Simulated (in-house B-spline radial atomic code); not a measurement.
Settings and results of a run for Hg⁺. Level of theory: scalar-relativistic (X2C) LDA exchange-only, spin-polarised, spherical fractional occupations, Fermi nucleus of rms radius 5.4648 fm; calculated with a radial B-spline atomic code at the basis-set limit.

Command:
```bash
python run_scf.py task.json out
```
Settings (nuclear radius in fm, mass in u):
```
Z                80
configuration    [Xe] 4f14 5d10 6s1
hamiltonian      x2c
method           lda,
spin_polarised   True
nucleus          fermi
rms_radius       5.4648
atomic_mass      201.97064
speed_of_light   137.035999084
```

Output (hartree, bohr):
```
 radial grid: 81 intervals, B-splines of order 8, outer radius 60 bohr

 iter        energy (Eh)    residual
    1      -19603.642983    7.61e-01
    2      -19601.130012    2.92e-01
    3      -19604.839408    1.15e-01
    4      -19605.332428    3.29e-02
    5      -19605.291456    5.11e-02
    6      -19605.363871    2.77e-03
    7      -19605.364129    1.45e-03
    8      -19605.364216    6.21e-05
    9      -19605.364216    3.74e-06
   10      -19605.364216    3.05e-07

 total energy                    -19605.36422
 kinetic                           22625.7417
 electron-nucleus                 -49483.5917
 Hartree                            7609.9570
 exchange-correlation               -357.4711

 orbital      occ     eigenvalue          <r>       <r^2>       <1/r>       r_max
 1s up      1.000     -3042.0428    0.0157531 0.000350923     108.583    0.009239
 1s down    1.000     -3042.0417    0.0157531 0.000350924     108.583    0.009239
 2s up      1.000      -539.3265    0.0691108  0.00571984     25.5425     0.05902
 2s down    1.000      -539.3263    0.0691108  0.00571984     25.5425     0.05902
 2p up      3.000      -467.6306    0.0626488  0.00481651     20.6236     0.04839
 2p down    3.000      -467.6304    0.0626488  0.00481651     20.6235     0.04839
 3s up      1.000      -128.1991     0.180296    0.037324     9.15411      0.1671
 3s down    1.000      -128.1988     0.180296    0.037324     9.15411      0.1671
 3p up      3.000      -107.3579     0.181358   0.0382534     7.86004      0.1661
 3p down    3.000      -107.3576     0.181358   0.0382534     7.86004      0.1661
 3d up      5.000       -84.3440     0.165023   0.0318915     7.26699      0.1354
 3d down    5.000       -84.3437     0.165023   0.0318914     7.26699      0.1354
 4s up      1.000       -28.3687     0.399631    0.180492     3.82245      0.3765
 4s down    1.000       -28.3682     0.399627    0.180488     3.82249      0.3765
 4p up      3.000       -21.4883     0.424793    0.205323      3.3282      0.3955
 4p down    3.000       -21.4877     0.424788    0.205318     3.32825      0.3955
 4d up      5.000       -13.0455     0.449472     0.23353     2.95234      0.4034
 4d down    5.000       -13.0448     0.449464    0.233524     2.95239      0.4034
 5s up      1.000        -4.6135     0.902429    0.914229     1.54489      0.8283
 5s down    1.000        -4.6128     0.902122    0.913424      1.5452      0.8284
 5p up      3.000        -2.7452      1.03819     1.22007      1.2906      0.9263
 5p down    3.000        -2.7430      1.03665     1.21577     1.29213      0.9262
 4f up      7.000        -3.8048     0.483121    0.281803     2.53223      0.3662
 4f down    7.000        -3.8041       0.4831    0.281765      2.5323      0.3662
 5d up      5.000        -0.6535      1.49205     2.64082     0.88783       1.168
 5d down    5.000        -0.6394      1.47095     2.55799    0.898632       1.164
 6s up      1.000        -0.5280      2.53179     7.25705    0.503761       2.162
```


One-electron X2C: radii and densities carry no picture-change correction, so inner-shell <1/r> comes out high (for 1s by about 2 % at Z = 33, 5 % at 54, 10 % at 75, 30 % at 118) and <r> low.
